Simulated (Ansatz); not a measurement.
`FCC(F)(C(F)F)C(F)(F)F` → `FCC(F)(F)C(F)(F)C(F)F`  (isomerisation)

Calculated with Ansatz (gas phase, PBE0-D4/def2-TZVP geometries, no zero-point term in ΔE). CCSD(T)/CBS is the MP2 limit (def2-TZVPP, def2-QZVPP) plus CCSD(T) − MP2 in def2-TZVPP, frozen cores. DFT in def2-TZVPP. HSE06 is defined as in plane-wave codes. Each species was taken in one conformer, which may not be the lowest.

Q: Is it downhill or uphill in electronic energy at CCSD(T)/CBS, and by how much? (Best estimate.)

A: Ansatz gave: Uphill: ΔE = +0.27 eV.

Q: What do these levels give: revPBE-D4, r2SCAN-D4, PBE0-D4, r2SCAN0-D4, HSE06-D4, BHLYP-D4, revPBE, RPA@PBE/def2-TZVPP, HF/def2-QZVPP, HF/CBS(def2), MP2/CBS(def2), CCSD/CBS(def2)? (Best estimate.)

A: The calculation gave: revPBE-D4 0.26, r2SCAN-D4 0.28, PBE0-D4 0.28, r2SCAN0-D4 0.29, HSE06-D4 0.27, BHLYP-D4 0.27, revPBE 0.22, RPA@PBE/def2-TZVPP 0.28, HF/def2-QZVPP 0.25, HF/CBS(def2) 0.25, MP2/CBS(def2) 0.29, CCSD/CBS(def2) 0.26 eV.

Largest T1 diagnostic among the species: 0.012.

At CCSD(T), def2-SVP lies +0.13 eV from the extrapolated value and def2-TZVPP +0.03 eV. In def2-TZVPP, CCSD(T) changes the Hartree–Fock value by +0.04 eV (the triples alone add +0.01 eV) and MP2 by +0.06 eV.
